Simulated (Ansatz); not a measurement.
`[Cl][SnH2][SeH]` + `[F][Ti]([F])([F])[I]` → `[Cl][SnH2][I]` + `[F][Ti]([F])([F])[SeH]` at 500 K and 1 bar (redistribution).

Computed with Ansatz on PBE0-D4/def2-TZVP structures; ΔE is electronic, products minus reactants. CBS: MP2 limit from def2 TZ/QZ plus the TZ coupled-cluster correction, frozen cores. Elements past krypton have def2 core potentials. For I, Se, Sn, Ti outer-core shells are correlated without core-valence functions, which leaves a few kJ/mol of doubt a bond. Scalar relativity is left out up to krypton. One conformer a species, not always the lowest.

| species | CCSD(T)/CBS energy (Eh) | H − E (kJ/mol) | S (J/(mol·K)) |
| --- | --- | --- | --- |
| `[Cl][SnH2][SeH]` | -3076.37402 | 97.7 | 396.7 |
| `[F][Ti]([F])([F])[I]` | -1446.00030 | 59.7 | 398.2 |
| `[Cl][SnH2][I]` | -972.52417 | 73.5 | 381.8 |
| `[F][Ti]([F])([F])[SeH]` | -3549.84726 | 83.1 | 427.6 |

H − E and S are ideal-gas, rigid-rotor, harmonic terms from PBE0-D4/def2-TZVP, for one conformer and one mirror image of each species. 1 Eh = 2625.50 kJ/mol, R = 8.31446 J/(mol·K).

Task: By hand: ΔE, ΔH, ΔS and ΔG.

Result: ΔE = (-972.52417) + (-3549.84726) − (-3076.37402) − (-1446.00030) = 0.00289 Eh = 7.6 kJ/mol. Δ(H − E) = 73.5 + 83.1 − 97.7 − 59.7 = -0.8, so ΔH = 6.8 kJ/mol. ΔS = 381.8 + 427.6 − 396.7 − 398.2 = 14.5 J/(mol·K). ΔG = 6.8 − 500 × (14.5)/1000 = -0.5 kJ/mol.

Task: By hand: the equilibrium constant, and the temperature at which ΔG would vanish if ΔH and ΔS stayed fixed.

Result: log₁₀ K = −ΔG/(RT ln 10) = 0.1. ΔG = 0 at ΔH/ΔS = 469 K, though so small a ΔH makes that figure unsure.

TΔS isn't small against ΔH here. The sign of ΔG lies within the doubt. A doubt of 5 kJ/mol in ΔE shifts log₁₀ K by 0.5 here. Other conformers and mirror images would add mixing entropy, several J/(mol·K) or more a flexible species. These are equilibria of isolated gas molecules and say nothing of rates. Largest T1 diagnostic: 0.023 (customary marks: 0.02 for closed shells, 0.045 for open ones).
